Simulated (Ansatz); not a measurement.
`C=CB(N)[SiH2]F` → `B/C=C\[SiH](N)F`  (isomerisation)

Computed with Ansatz on PBE0-D4/def2-TZVP structures; ΔE is electronic, products minus reactants. CCSD(T)/CBS adds triple-zeta CCSD(T) − MP2 to the extrapolated MP2 energy (def2 sets, frozen cores). DFT in def2-TZVPP. B3LYP here is the variant with VWN-RPA as its local correlation; programs differ in this. One conformer a species, not always the lowest.

```
             level  ΔE (kJ/mol)  difference from CCSD(T)/CBS
         r2SCAN-D4         46.1                          6.3
           PBE0-D4         52.2                         12.4
          B3LYP-D4         45.2                          5.4
           ωB97M-V         38.4                         -1.4
            B2PLYP         42.5                          2.7
               PBE         61.0                         21.2
            r2SCAN         46.3                          6.5
              PBE0         53.4                         13.6
             B3LYP         47.9                          8.1
    MP2/def2-TZVPP         36.8                         -3.0
   CCSD/def2-TZVPP         40.6                          0.8
CCSD(T)/def2-TZVPP         42.6                          2.8
     HF/def2-QZVPP         25.6                        -14.2
SCS-MP2/def2-QZVPP         34.2                         -5.6
      HF/CBS(def2)         25.5                        -14.3
    CCSD/CBS(def2)         37.8                         -2.0
       CCSD(T)/CBS         39.8                            0
```

Largest T1 diagnostic among the species: 0.013.

From PBE to PBE0 (25 % exact exchange), in def2-TZVPP and without D4, ΔE moves by −7.6 kJ/mol. In def2-TZVPP, CCSD(T) changes the Hartree–Fock value by +15.7 kJ/mol (the triples alone add +2.0 kJ/mol) and MP2 by +10.0 kJ/mol.
